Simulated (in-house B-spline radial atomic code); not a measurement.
Computed with a B-spline radial atomic code. Model: two electrons, singlet ground state, non-relativistic, full CI in B-splines with partial waves to l = 8 (at full coupling up to 3e-4 hartree above the limit, correlation up to 0.6 % small), density held at that of full coupling by Lieb maximisation.

Along the adiabatic connection the electron repulsion is scaled by a coupling λ while a local potential keeps the density fixed. At λ = 0 the system is the Kohn-Sham one and W equals the exchange energy; the exchange-correlation energy is the area under W between 0 and 1. The kinetic energy rises with λ as the electrons avoid each other, with dT/dλ = −λ dW/dλ.

Command:
```bash
python run_ac.py task.json out
```
Settings (lengths in bohr, energies in hartree):
```
potential              harmonic
strength               0.0162
lmax                   8
```

Time taken, with all properties: 38 s on 1 thread of Intel(R) Xeon(R) Processor @ 2.30GHz, with other jobs on the host.

**W = mean repulsion less Hartree energy, and W of three functionals.**

Given: confinement harmonic well; well frequency 0.0162 hartree; external potential omega^2 r^2/2.

Computed: LDA exchange minus exact 9.7165 millihartree; SCAN exchange minus exact -0.67768 millihartree.

```json
{"coupling": "0", "W xc (hartree)": "-0.072695", "W xc minus exchange (millihartree)": "0", "kinetic minus Kohn-Sham (millihartree)": "0", "LDA (PW92) W minus its exchange (millihartree)": "0", "PBE W minus its exchange (millihartree)": "0", "SCAN W minus its exchange (millihartree)": "0"}
{"coupling": "0.02", "W xc (hartree)": "-0.074827", "W xc minus exchange (millihartree)": "-2.132", "kinetic minus Kohn-Sham (millihartree)": "0.02", "LDA (PW92) W minus its exchange (millihartree)": "-6.11", "PBE W minus its exchange (millihartree)": "-3.24", "SCAN W minus its exchange (millihartree)": "-1.77"}
{"coupling": "0.05", "W xc (hartree)": "-0.07753", "W xc minus exchange (millihartree)": "-4.835", "kinetic minus Kohn-Sham (millihartree)": "0.11", "LDA (PW92) W minus its exchange (millihartree)": "-10.88", "PBE W minus its exchange (millihartree)": "-6.54", "SCAN W minus its exchange (millihartree)": "-4.01"}
{"coupling": "0.12", "W xc (hartree)": "-0.082135", "W xc minus exchange (millihartree)": "-9.439", "kinetic minus Kohn-Sham (millihartree)": "0.49", "LDA (PW92) W minus its exchange (millihartree)": "-17.56", "PBE W minus its exchange (millihartree)": "-11.73", "SCAN W minus its exchange (millihartree)": "-8.05"}
{"coupling": "0.25", "W xc (hartree)": "-0.087083", "W xc minus exchange (millihartree)": "-14.388", "kinetic minus Kohn-Sham (millihartree)": "1.37", "LDA (PW92) W minus its exchange (millihartree)": "-24.43", "PBE W minus its exchange (millihartree)": "-17.52", "SCAN W minus its exchange (millihartree)": "-12.98"}
{"coupling": "0.4", "W xc (hartree)": "-0.090164", "W xc minus exchange (millihartree)": "-17.468", "kinetic minus Kohn-Sham (millihartree)": "2.35", "LDA (PW92) W minus its exchange (millihartree)": "-29.03", "PBE W minus its exchange (millihartree)": "-21.59", "SCAN W minus its exchange (millihartree)": "-16.51"}
{"coupling": "0.6", "W xc (hartree)": "-0.092509", "W xc minus exchange (millihartree)": "-19.813", "kinetic minus Kohn-Sham (millihartree)": "3.5", "LDA (PW92) W minus its exchange (millihartree)": "-32.9", "PBE W minus its exchange (millihartree)": "-25.08", "SCAN W minus its exchange (millihartree)": "-19.42"}
{"coupling": "0.8", "W xc (hartree)": "-0.093964", "W xc minus exchange (millihartree)": "-21.269", "kinetic minus Kohn-Sham (millihartree)": "4.51", "LDA (PW92) W minus its exchange (millihartree)": "-35.51", "PBE W minus its exchange (millihartree)": "-27.47", "SCAN W minus its exchange (millihartree)": "-21.28"}
{"coupling": "1", "W xc (hartree)": "-0.09498", "W xc minus exchange (millihartree)": "-22.285", "kinetic minus Kohn-Sham (millihartree)": "5.42", "LDA (PW92) W minus its exchange (millihartree)": "-37.43", "PBE W minus its exchange (millihartree)": "-29.25", "SCAN W minus its exchange (millihartree)": "-22.55"}
{"coupling": "1.4", "W xc (hartree)": "?", "W xc minus exchange (millihartree)": "?", "kinetic minus Kohn-Sham (millihartree)": "?", "LDA (PW92) W minus its exchange (millihartree)": "?", "PBE W minus its exchange (millihartree)": "?", "SCAN W minus its exchange (millihartree)": "?"}
{"coupling": "2", "W xc (hartree)": "-0.097597", "W xc minus exchange (millihartree)": "-24.902", "kinetic minus Kohn-Sham (millihartree)": "9.14", "LDA (PW92) W minus its exchange (millihartree)": "-42.79", "PBE W minus its exchange (millihartree)": "-34.24", "SCAN W minus its exchange (millihartree)": "-25.48"}
{"coupling": "3", "W xc (hartree)": "?", "W xc minus exchange (millihartree)": "?", "kinetic minus Kohn-Sham (millihartree)": "?", "LDA (PW92) W minus its exchange (millihartree)": "?", "PBE W minus its exchange (millihartree)": "?", "SCAN W minus its exchange (millihartree)": "?"}
{"coupling": "4.5", "W xc (hartree)": "-0.099858", "W xc minus exchange (millihartree)": "-27.163", "kinetic minus Kohn-Sham (millihartree)": "15.96", "LDA (PW92) W minus its exchange (millihartree)": "-47.78", "PBE W minus its exchange (millihartree)": "-38.95", "SCAN W minus its exchange (millihartree)": "-27.29"}
```

Problem. What belongs in the row 1.4?

Solution. W xc (hartree): -0.096343; W xc minus exchange (millihartree): -23.648; kinetic minus Kohn-Sham (millihartree): 7.04; LDA (PW92) W minus its exchange (millihartree): -40.16; PBE W minus its exchange (millihartree): -31.78; SCAN W minus its exchange (millihartree): -24.17.

Problem. What belongs in the row 3?

Solution. W xc (hartree): -0.09882; W xc minus exchange (millihartree): -26.125; kinetic minus Kohn-Sham (millihartree): 12.14; LDA (PW92) W minus its exchange (millihartree): -45.46; PBE W minus its exchange (millihartree): -36.75; SCAN W minus its exchange (millihartree): -26.56.

Problem. What is the PBE exchange minus exact?

Solution. 2.4957 millihartree.

**Energy parts, natural occupations and partial-wave weights.**

Computed: exchange energy -0.072695 hartree; correlation energy -0.016863 hartree; kinetic part of the DFT correlation energy 0.0054223 hartree; kinetic part over minus potential part 0.24332; Hartree energy 0.14539 hartree; Lieb Oxford ratio E_xc over LDA exchange 1.422.

```csv
natural,occupation of the shell (electrons)
s,1.4944
p,0.48331
s,?
d,0.004402
p,0.00016218
s,2.266e-06
```

Problem. What belongs in the row s?

Solution. occupation of the shell (electrons): 0.017748.

```
wave      weight
   s     0.75606
   p     0.24173
   d   0.0022015
   f           ?
   g  2.2955e-07
```

Problem. What belongs in the row f?

Solution. weight: 1.4108e-06.

Problem. What is the total energy?

Solution. 0.1151 hartree.

Problem. What is the Kohn-Sham kinetic?

Solution. 0.014322 hartree.

Half-way to full coupling W has made 84 % of its drop, against 50 % for a straight line, and second-order (GL2) theory, half the initial slope, overshoots the correlation energy by about 236 %: correlation is strong. Over couplings 0 to 1 the errors in E_xc come to about -1.9 millihartree for LDA, -2.0 millihartree for PBE, -0.1 millihartree for SCAN, so SCAN is nearest. In LDA and PBE and SCAN the errors of exchange and correlation have opposite signs, so the sum is smaller than the larger of the two.
